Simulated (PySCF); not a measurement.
# Working out the excitation energy of He

He 1s2 (1S) → He 1s1 2p1 (3P). All numbers are calculated (PySCF 2.14, scalar relativity by spin-free X2C-1e, in dyall-acv3z (10s3p2d, 29 functions)). Frozen: nothing; the 4 highest virtual orbitals dropped. Energies in hartree (1 hartree = 27.21139 eV):

```json
{"part": "UHF", "He (lower)": "-2.861763", "He (upper)": "-2.004498"}
{"part": "MP2 opposite-spin", "He (lower)": "-0.034151", "He (upper)": "0.000000"}
{"part": "MP2 same-spin", "He (lower)": "0.000000", "He (upper)": "-0.003158"}
```

Problem. What does Hartree-Fock give?

Solution. (-2.004498) − (-2.861763) = 0.857265 hartree = 23.327 eV.

Problem. What do MP2 and SCS-MP2 (6/5 opposite-spin, 1/3 same-spin) give?

Solution. The opposite-spin parts differ by 0.929 eV and the same-spin parts by -0.086 eV. MP2: 23.327 + (0.929) + (-0.086) = 24.170 eV. SCS-MP2: 23.327 + 1.2 × (0.929) + (-0.086)/3 = 24.413 eV.

Measured between the centres of the two terms (NIST): 20.964 eV, so MP2 (valence) is off by 3.206 eV.

What remains against the reference includes basis incompleteness and correlation beyond second order.
